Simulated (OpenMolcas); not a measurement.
Pr2+ among 8 point charges of -2 e arranged as a hexagonal bipyramid (D6h). The axial distance is 0.86 times the equatorial one, R.

| Property | Result |
| --- | --- |
| Program | OpenMolcas |
| Method | CASSCF |
| Basis | ANO-RCC-VDZP [7s6p4d2f1g] |
| Scalar Hamiltonian | DKH2, point nucleus |
| Active space | 3 electrons in 7 orbitals (4f) |
| State averaging | 2S+1 = 4 odd, 35 roots; 2S+1 = 2 odd, 96 roots kept (CI in the orbitals of an earlier block) |
| Spin-orbit coupling | RASSI with atomic mean-field integrals over the reference wave functions |

All point charges move together. At R = 2.44 Å the width of the lowest J multiplet is 1215 cm-1, and at R = 2.71 Å it is 729 cm-1.

A third run gives 505 cm-1. What distance was it run at?

With a power law R^-n the two known points give n = -ln(729 / 1215) / ln(2.71 / 2.44) = 4.87. Then R = 2.44 × (1215 / 505)^(1/4.87) = 2.922 Å. The run was at 2.92 Å, so the estimate is off by +0.002 Å.

High states are left out of the spin-orbit mixing, which shifts the levels that they would mix with. Point charges carry no covalency, so the field is a model and not that of real ligands. An unlabelled pair can be two single states that coincide in this model. No measured value stands beside these numbers.
